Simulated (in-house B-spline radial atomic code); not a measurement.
Radial electron density of Mg V (Mg4+), [He] 2s1 (2p3/2)4 (6p3/2)1. Level of theory: Dirac-Hartree-Fock, average of the jj configuration, Fermi nucleus of rms radius 3.057 fm; calculated with a radial B-spline atomic code at the basis-set limit.

Columns: r (bohr), 4πr²n(r) (electrons per bohr), bar.

```
 0.00477   0.2788 #
 0.00589   0.4131 #
 0.00727   0.6079 ##
 0.00898   0.8889 ###
  0.0111    1.289 ####
  0.0137    1.842 ######
  0.0169    2.593 #########
  0.0208    3.573 ############
  0.0257    4.846 ################
  0.0317    6.382 #####################
  0.0392    8.158 ###########################
  0.0483    9.976 #################################
  0.0597    11.65 #######################################
  0.0736    12.79 ###########################################
  0.0909     13.1 ############################################
   0.112     12.4 ##########################################
   0.138    10.81 ####################################
   0.171    8.801 ##############################
   0.211    7.253 ########################
    0.26    6.725 #######################
   0.321    7.209 ########################
   0.397    8.012 ###########################
    0.49    8.127 ###########################
   0.604    7.003 ########################
   0.746    4.882 ################
   0.921    2.651 #########
    1.14    1.067 ####
     1.4    0.327 #
    1.73  0.06081 
    2.14 0.009103 
    2.64  0.04573 
    3.25  0.04473 
    4.02 6.585e-06 
    4.96  0.06522 
    6.12  0.06047 
    7.55  0.00748 
    9.32   0.1572 #
    11.5   0.1443 
    14.2  0.03088 
    17.5 0.001705 
    21.6 1.996e-05 
    26.7 3.643e-08 
      33 5.673e-12
```

On this grid the curve has 5 maxima, near 0.0909, 0.49, 2.64, 4.96, 9.32 bohr.

The 2s1/2 radial function P(r) = rR(r), positive near the nucleus, with its small component Q(r) (sign convention: Q ≈ (P' + κP/r)/2c):

| r (bohr) | P | Q |
| --- | --- | --- |
| 0.00167 | 0.03734 | -0.001643 |
| 0.00254 | 0.0561 | -0.002474 |
| 0.00387 | 0.08397 | -0.003715 |
| 0.00589 | 0.1245 | -0.005534 |
| 0.00898 | 0.1825 | -0.008171 |
| 0.0137 | 0.2622 | -0.01188 |
| 0.0208 | 0.3637 | -0.01678 |
| 0.0317 | 0.4811 | -0.02292 |
| 0.0483 | 0.5856 | -0.02956 |
| 0.0736 | 0.6153 | -0.03493 |
| 0.112 | 0.4715 | -0.036 |
| 0.171 | 0.05539 | -0.02944 |
| 0.26 | -0.5945 | -0.0149 |
| 0.397 | -1.192 | 0.002113 |
| 0.604 | -1.28 | 0.01129 |
| 0.921 | -0.7855 | 0.009072 |
| 1.4 | -0.2381 | 0.003045 |
| 2.14 | -0.0251 | 0.0003384 |
